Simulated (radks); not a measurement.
Values are calculated unless marked as measured or tabulated.
Zr0.75+, 39.25 electrons, occupied as [Kr] 5s(up 0.5, down 0.5) 4d(up 1.25, down 1) (fractional occupations, a model configuration). Level of theory: scalar-relativistic Kohn-Sham, SCAN, spin-polarised, spherical densities, finite nucleus; meta-GGA in the generalised Kohn-Sham scheme; Fermi nuclear charge, rms radius 4.2694 fm (a radial shooting solver on a logarithmic mesh with Libxc functionals).

Unscreened Slater integrals over Kohn-Sham orbitals (eV). They are taken over the spin-up orbitals.

F0(4d,4d): 11.271
F2(4d,4d): 5.4474
F4(4d,4d): 3.4841
F0(4d,5s): 8.0727
G2(4d,5s): 2.1472
F0(4d,4p): 13.570
F2(4d,4p): 6.1677
G1(4d,4p): 7.3940
G3(4d,4p): 4.4506
F0(5s,5s): 6.9158
F0(5s,4p): 8.6860
G1(5s,4p): 0.59186
F0(4p,4p): 17.878
F2(4p,4p): 9.3997

Derived for the open shells (J is the average intra-shell exchange parameter used in DFT+U). 4d: Racah B = F2/49 - 5 F4/441 = 0.07167 eV, C = 35 F4/441 = 0.2765 eV, C/B = 3.86, F4/F2 = 0.640, J = (F2 + F4)/14 = 0.6380 eV.
